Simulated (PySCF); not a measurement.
# MoOI2: one-bond stretch

Method: PySCF, UPBE0, basis Mo def2-SVP with ECP28, O def2-SVP, I def2-SVP with ECP28 (scalar-relativistic core potentials, no spin–orbit coupling, density fitting).

Rigid scan from the triplet minimum (Mo–I 2.625 Å (×2), Mo–O 1.641 Å; I–Mo–I 122.0°, I–Mo–O 119.0° (×2)). Coordinate: the bond from Mo to the last atom (I) scaled, the rest fixed. Energies in kJ/mol from the minimum.

| scale of one bond | E (kJ/mol) | dipole size (D) | ⟨S²⟩ |
| --- | --- | --- | --- |
| 0.92 | 31.5 | 1.25 | 2.02 |
| 0.96 | 6.8 | 0.74 | 2.02 |
| 1.00 | 0.0 | 0.33 | 2.03 |
| 1.05 | 7.9 | 0.65 | 2.03 |
| 1.12 | 36.6 | 1.56 | 2.03 |
| 1.20 | 80.7 | 2.58 | 2.04 |
| 1.35 | 166.5 | 4.16 | 2.09 |
| 1.55 | 251.0 | – | 2.40 |
| 1.80 | 299.6 | – | 2.73 |
| 2.20 | 322.4 | – | 2.94 |

Spin contamination is strong at 1.55, 1.80, 2.20, so these points are less reliable.

With open d or f shells other occupations or spin states may lie lower. No spin–orbit coupling is included, which matters more the heavier the element.

The scan took 84 s on 2 threads of a shared AMD EPYC (Zen 3) host; the process peaked at 1.1 GiB.
